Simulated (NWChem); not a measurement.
System: ZnGeH$_{4}$S; SMILES [SH][Zn][GeH3]

Here is an NWChem input.

```
start job
memory heap 200 mb stack 900 mb global 1100 mb
geometry units angstroms noautoz
  Zn     0.008012     0.568605    -0.002404
  S     -0.070261     2.756173     0.038602
  H      1.210374     2.947649    -0.354357
  Ge     0.001878    -1.779374    -0.014464
  H      0.146726    -2.367553    -1.441824
  H      1.157425    -2.378052     0.828803
  H     -1.312973    -2.359321     0.568818
end
basis spherical
  Zn library def2-svp
  S library def2-svp
  H library def2-svp
  Ge library def2-svp
end
dft
  xc m06-2x
  iterations 150
  mulliken
end
task dft energy
```

Excerpt of the output:

```
             Northwest Computational Chemistry Package (NWChem) 7.3.0
             --------------------------------------------------------

 C1  symmetry detected

                             Geometry "geometry" -> ""
                             -------------------------

 Output coordinates in angstroms (scale by  1.889725989 to convert to a.u.)

  No.       Tag          Charge          X              Y              Z
 ---- ---------------- ---------- -------------- -------------- --------------
    1 Zn                  30.0000     0.00690046     0.56784612    -0.00120681
    2 S                   16.0000    -0.06428818     2.75603926     0.00099952
    3 H                    1.0000     1.27661691     2.93790970     0.00258895
    4 Ge                  32.0000    -0.01225050    -1.78009326     0.00032798
    5 H                    1.0000     0.54340578    -2.38062849    -1.31682637
    6 H                    1.0000     0.83842502    -2.37761746     1.15103187
    7 H                    1.0000    -1.44483451    -2.34869143     0.17292219

 Effective nuclear repulsion energy (a.u.)     460.7471848439

                                 NWChem DFT Module
                                 -----------------

 Summary of "ao basis" -> "ao basis" (spherical)
 ------------------------------------------------------------------------------
       Tag                 Description            Shells   Functions and Types
 ---------------- ------------------------------  ------  ---------------------
 Zn                         def2-svp                11       31   5s3p2d1f
 S                          def2-svp                 8       18   4s3p1d
 H                          def2-svp                 3        5   2s1p
 Ge                         def2-svp                12       32   5s4p3d

            General Information
            -------------------
          SCF calculation type: DFT
          Wavefunction type:  closed shell.
          No. of atoms     :     7
          No. of electrons :    82
           Alpha electrons :    41
            Beta electrons :    41
          Charge           :     0
          Spin multiplicity:     1
          Use of symmetry is: off; symmetry adaption is: off
          Maximum number of iterations: 150
          AO basis - number of functions:   101
                     number of shells:    43
          Convergence on energy requested:  1.00D-06
          Convergence on density requested:  1.00D-05
          Convergence on gradient requested:  5.00D-04

              XC Information
              --------------
                       M06-2X Method XC Functional
                     Hartree-Fock (Exact) Exchange  0.540
                        M06-2X Exchange Functional  1.000
                      M06-2X Correlation Potential  1.000

             Grid Information
             ----------------
          Grid used for XC integration:  medium
          Radial quadrature: Mura-Knowles
          Angular quadrature: Lebedev.
          Tag              B.-S. Rad. Rad. Pts. Rad. Cut. Ang. Pts.
          ---              ---------- --------- --------- ---------
          Zn                  1.35      112          10.0       590
          S                   1.00       88          13.0       590
          H                   0.35       45          13.0       434
          Ge                  1.25      112          12.0       590
          Grid pruning is: on
          Number of quadrature shells:   492
          Spatial weights used:  Erf1

      Superposition of Atomic Density Guess
      -------------------------------------

 Sum of atomic energies:       -4251.94940477

      Non-variational initial energy
      ------------------------------

 Total energy =   -4252.729654
 1-e energy   =   -6849.880614
 2-e energy   =    2136.403775
 HOMO         =      -0.287576
 LUMO         =       0.017619

     ---------------------------------------------
      Total Density - Mulliken Population Analysis
     ---------------------------------------------

    Atom       Charge   Shell Charges
 -----------   ------   -------------------------------------------------------
    1 Zn  30    29.31   2.00  2.00  2.00  0.84  0.17  6.00  5.99  0.34  8.03  1.94  0.00
    2 S   16    16.73   2.00  1.99  1.21  0.64  5.94  1.88  3.05  0.02
    3 H    1     0.80   0.57  0.20  0.03
    4 Ge  32    31.94   2.00  2.00  2.00  1.08  0.29  6.00  5.98  1.24  1.30  8.13  1.81  0.11
    5 H    1     1.07   0.67  0.39  0.01
    6 H    1     1.07   0.67  0.39  0.01
    7 H    1     1.07   0.67  0.39  0.01

   convergence    iter        energy       DeltaE   RMS-Dens  Diis-err
 ---------------- ----- ----------------- --------- --------- ---------
 d= 0,ls=0.0,diis     1  -4256.3083443258 -4.72D+03  8.66D-03  2.35D-01
 d= 0,ls=0.0,diis     2  -4256.3345662254 -2.62D-02  3.94D-03  8.53D-02
 d= 0,ls=0.0,diis     3  -4256.3471344695 -1.26D-02  8.64D-04  8.57D-03
 d= 0,ls=0.0,diis     4  -4256.3480963049 -9.62D-04  1.91D-04  9.63D-04
 d= 0,ls=0.0,diis     5  -4256.3481722925 -7.60D-05  9.34D-05  7.71D-05
  Resetting Diis
 d= 0,ls=0.0,diis     6  -4256.3481794368 -7.14D-06  3.06D-05  3.90D-06
 d= 0,ls=0.0,diis     7  -4256.3481800289 -5.92D-07  6.10D-06  3.34D-07

         Total DFT energy =    -4256.348180028887
      One electron energy =    -6849.885257219944
           Coulomb energy =     2310.276045667215
    Exchange-Corr. energy =     -177.486153320024
 Nuclear repulsion energy =      460.747184843867

 Numeric. integr. density =       82.000024051848

                       DFT Final Molecular Orbital Analysis
                       ------------------------------------

 Vector   39  Occ=2.000000D+00  E=-3.742325D-01
              MO Center=  9.6D-03,  1.3D+00,  1.8D-03, r^2= 4.9D+00
   Bfn.  Coefficient  Atom+Function         Bfn.  Coefficient  Atom+Function
  ----- ------------  ---------------      ----- ------------  ---------------
     4      0.507466  1 Zn s                 43     -0.305323  2 S  py
     3     -0.280252  1 Zn s                 40     -0.242263  2 S  py
    35     -0.208023  2 S  s                 34     -0.188317  2 S  s
    42      0.173798  2 S  px                67      0.171857  4 Ge py
    39      0.141061  2 S  px                37     -0.139058  2 S  py

 Vector   40  Occ=2.000000D+00  E=-3.121089D-01
              MO Center= -3.6D-02,  3.6D-01,  2.8D-04, r^2= 5.9D+00
   Bfn.  Coefficient  Atom+Function         Bfn.  Coefficient  Atom+Function
  ----- ------------  ---------------      ----- ------------  ---------------
    43      0.351393  2 S  py                13     -0.292988  1 Zn py
    40      0.276997  2 S  py                67      0.276417  4 Ge py
    70      0.246704  4 Ge py                64     -0.168678  4 Ge py
    37      0.157869  2 S  py                10      0.142572  1 Zn py
     4      0.128790  1 Zn s                 58      0.110691  4 Ge s

 Vector   41  Occ=2.000000D+00  E=-2.985784D-01
              MO Center= -3.7D-02,  2.6D+00,  2.2D-04, r^2= 1.7D+00
   Bfn.  Coefficient  Atom+Function         Bfn.  Coefficient  Atom+Function
  ----- ------------  ---------------      ----- ------------  ---------------
    44      0.655956  2 S  pz                41      0.429553  2 S  pz
    38      0.246635  2 S  pz                14      0.144334  1 Zn pz
    16     -0.079382  1 Zn d -1              11     -0.054139  1 Zn pz

 Vector   42  Occ=0.000000D+00  E= 2.893831D-03
              MO Center=  2.7D-01,  5.2D-01, -3.7D-03, r^2= 6.9D+00
   Bfn.  Coefficient  Atom+Function         Bfn.  Coefficient  Atom+Function
  ----- ------------  ---------------      ----- ------------  ---------------
     5      1.387344  1 Zn s                 59     -0.709047  4 Ge s
    35     -0.486163  2 S  s                 70     -0.414829  4 Ge py
    58     -0.356674  4 Ge s                 43      0.348265  2 S  py
    98      0.343450  7 H  s                 69      0.237954  4 Ge px
    12      0.208124  1 Zn px                57      0.196484  4 Ge s

 Vector   43  Occ=0.000000D+00  E= 6.816973D-03
              MO Center= -1.6D-01, -1.3D-01, -2.3D-03, r^2= 4.6D+00
   Bfn.  Coefficient  Atom+Function         Bfn.  Coefficient  Atom+Function
  ----- ------------  ---------------      ----- ------------  ---------------
    69      0.755293  4 Ge px                12      0.653625  1 Zn px
    98      0.573127  7 H  s                  5     -0.479096  1 Zn s
    93     -0.426968  6 H  s                 88     -0.295672  5 H  s
    59      0.257249  4 Ge s                 35      0.224034  2 S  s
     9     -0.196447  1 Zn px                97      0.137738  7 H  s

 Vector   44  Occ=0.000000D+00  E= 1.604640D-02
              MO Center= -1.5D-02, -3.9D-01,  6.6D-03, r^2= 4.4D+00
   Bfn.  Coefficient  Atom+Function         Bfn.  Coefficient  Atom+Function
  ----- ------------  ---------------      ----- ------------  ---------------
    71      0.893907  4 Ge pz                88      0.678291  5 H  s
    14      0.633261  1 Zn pz                93     -0.587693  6 H  s
    11     -0.191614  1 Zn pz                44     -0.178135  2 S  pz
    87      0.151841  5 H  s                 92     -0.131773  6 H  s
    41     -0.101037  2 S  pz                98     -0.087537  7 H  s

     ---------------------------------------------
      Total Density - Mulliken Population Analysis
     ---------------------------------------------

    Atom       Charge   Shell Charges
 -----------   ------   -------------------------------------------------------
    1 Zn  30    29.50   2.00  2.00  2.00  0.92  0.02  6.00  6.00  0.62  8.03  1.92  0.00
    2 S   16    16.38   2.00  1.99  1.20  0.67  5.94  1.79  2.77  0.04
    3 H    1     0.93   0.70  0.20  0.03
    4 Ge  32    31.98   2.00  2.00  1.99  1.05  0.28  6.00  5.98  1.38  1.21  8.14  1.79  0.16
    5 H    1     1.07   0.71  0.35  0.01
    6 H    1     1.07   0.71  0.35  0.01
    7 H    1     1.07   0.71  0.35  0.01

[...]
```

Level: M06-2X/def2-SVP. Structure relaxed at the B3LYP/6-31G* (spherical d) level.
